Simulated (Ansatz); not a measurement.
`BCC(O)=S` and `O[C](=S)[InH][F]` differ in one atom or group.

Ansatz, PBE0-D4/def2-TZVP geometries, multiplicity 1. Each molecule was computed in one conformer, which needn't be the lowest.

Elements past krypton have def2 core potentials.

| property | `BCC(O)=S` |
| --- | --- |
| LUMO energy (B3LYP/def2-TZVPP) / eV | -2.37 |
| HOMO energy (B3LYP/def2-TZVPP) / eV | -6.21 |
| HOMO–LUMO gap (PBE0/def2-TZVPP) / eV | 4.31 |
| HOMO energy (ωB97M-V/def2-TZVPP) / eV | -8.65 |
| LUMO energy (PBE/def2-TZVPP) / eV | -3.12 |
| size of the dipole moment (B3LYP/def2-TZVPP) / D | 4.05 |

**Question.** Give the same properties after the change, and the shifts. (An estimate is asked.)

**Answer.** The calculation gave: 
| property | `O[C](=S)[InH][F]` | shift |
| --- | --- | --- |
| LUMO energy (B3LYP/def2-TZVPP) / eV | -2.93 | -0.56 |
| HOMO energy (B3LYP/def2-TZVPP) / eV | -6.32 | -0.11 |
| HOMO–LUMO gap (PBE0/def2-TZVPP) / eV | 3.83 | -0.48 |
| HOMO energy (ωB97M-V/def2-TZVPP) / eV | -8.58 | 0.07 |
| LUMO energy (PBE/def2-TZVPP) / eV | -3.40 | -0.28 |
| size of the dipole moment (B3LYP/def2-TZVPP) / D | 3.43 | -0.62 |

With PBE0 the HOMO falls by 0.05 eV and the LUMO falls by 0.53 eV, so the gap narrows by about 0.48 eV. PBE moves the HOMO by -0.14 eV and ωB97M-V by 0.07 eV. Dipoles are sizes alone; their direction can turn.

B3LYP here is the variant with VWN-RPA as its local correlation; programs differ in this.
